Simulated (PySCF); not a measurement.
Telling isomers of C₈H₈O apart by NMR

PySCF 2.14 calculation with geometry: GFN2-xTB and GIAO PBE0/pcSseg-1 shieldings; one conformer, one averaged value for each set of equivalent atoms, no relativistic terms, gas phase.

Scale: 1H and 13C against TMS (reference shieldings calculated alike). Where no couplings were computed, multiplicities follow the n + 1 count of equivalent neighbours, and m marks all less simple cases (inequivalent or close neighbours, rings, F or P nearby). Shifts are as computed. Against solution values, carbons near 30 ppm lie about +3 ppm off and those near 130 ppm about +5 ppm. Of 1211 compounds with measured shifts, 218 miss one by over three times the rms of a fit or turn the order of signals round; such compounds aren't used in these exercises. OH and NH positions are gas-phase values without hydrogen bonding to other molecules.

(1) Tabulate the signals of `O[C@@]12[C@H]3C=C[C@@H]1[C@@H]2C=C3`, `CC(=O)c1ccccc1` and their relative energies.

(2) What is the quickest way to tell O[C@@]12[C@H]3C=C[C@@H]1[C@@H]2C=C3 from CC(=O)c1ccccc1?

Answers

(1) 
```tsv
SMILES	carbon types	δC	δH	E rel. (kcal/mol)
O[C@@]12[C@H]3C=C[C@@H]1[C@@H]2C=C3	1×C 7×CH	138.0, 124.4, 97.1, 62.1, 52.3	6.08 (m, 2H), 5.05 (m, 2H), 3.40 (m, 2H), 3.02 (m, 1H), 1.84 (br s, 1H)	56.0
CC(=O)c1ccccc1	2×C 5×CH 1×CH3	200.2, 140.0, 139.0, 135.1, 133.8, 28.7	8.39 (d, 2H), 7.82 (m, 1H), 7.77 (m, 2H), 2.66 (s, 3H)	0.0
```

Energies are electronic energies at PBE0/pcSseg-1 on these geometries, without zero-point or thermal terms, each for the one conformer computed, which needn't be the lowest.

(2) Count the carbon signals: 5 against 6. The first has an allylic sp3 CH at 62.1 ppm, the second a ketone carbonyl carbon (C) at 200.2 ppm. Their most deshielded carbons lie at 138.0 and 200.2 ppm. In the proton spectra the most deshielded non-exchanging signals are 6.08 (m, 2H) and 8.39 (d, 2H).
